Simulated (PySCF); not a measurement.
dichloro(silyloxy)silane (Cl2H4OSi2), SMILES [SiH3]O[SiH](Cl)Cl. Heavy atoms are numbered as in [SiH3:1][O:2][SiH:3]([Cl:4])[Cl:5]. Hydrogens are named by the atom that carries them.

Geometry optimised at ωB97X-D3(BJ)/def2-SVP. The values are those of a single conformer.

Calculation: PBE/pcSseg-1 (PySCF).

GIAO shieldings, no solvent; atoms alike by connectivity are averaged. δ = σ(ref) − σ: ²⁹Si against TMS (σ = 335.4 ppm); ¹⁷O against H2O (σ = 334.3 ppm); ³⁵Cl against HCl (σ = 936.5 ppm); ¹H against TMS (σ = 31.49 ppm), references at their B3LYP-D3(BJ)/def2-TZVP geometries, non-relativistic (without spin–orbit terms, shifts of atoms bonded to Cl or Br come out too high).

Computed chemical shifts:
| nucleus | atoms | count | δ (ppm) |
|---|---|---|---|
| ²⁹Si | Si3 (SiH) | 1 | -13.2 |
| ²⁹Si | Si1 (SiH3) | 1 | -35.2 |
| ¹⁷O | O2 | 1 | 85.6 |
| ³⁵Cl | Cl4 | 2 | 141.9 |
| ¹H | H on Si3 | 1 | 6.07 |
| ¹H | H on Si1 | 3 | 5.45 |
